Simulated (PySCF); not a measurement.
# Working with the constants of ZrS

PBE0 constants of ZrS, ³Δ (triplet), unpaired electrons σ ↑, δ ↑ (Zr def2-TZVPP with ECP28, S def2-TZVPP; scalar-relativistic core potentials (PySCF 2.14); masses 89.9047 and 31.9721 u):

| Item | Value |
| --- | --- |
| ωe | 543.3 cm⁻¹ |
| ωexe | 1.26 cm⁻¹ |
| Be | 0.15017 cm⁻¹ |
| αe | 0.000467 cm⁻¹ |

Question: What force constant and bond length do these constants imply?

Answer: Reduced mass μred = 23.585 u; k = 5.8918×10⁻⁷·μred·ωe² (u, cm⁻¹, mdyn/Å) = 4.10 mdyn/Å; Re = √(16.8576/(μred·Be)) (u, cm⁻¹, Å) = 2.182 Å.

Question: Estimate the centrifugal constant D from the Kratzer relation and find the Dunham coefficient a1.

Answer: D = 4Be³/ωe² = 4.59e-08 cm⁻¹; a1 = −1 − αeωe/(6Be²) = -2.88.

De is left out where the level can put another filling of the metal’s s and d shells below the measured ground configuration, by anything from nothing to about 1 eV. These are scalar-relativistic numbers at best; spin–orbit coupling would shift them, the dissociation energy most. The state is the lowest single determinant that the PBE0 search found; with open d or f shells the true ground state can be another one.
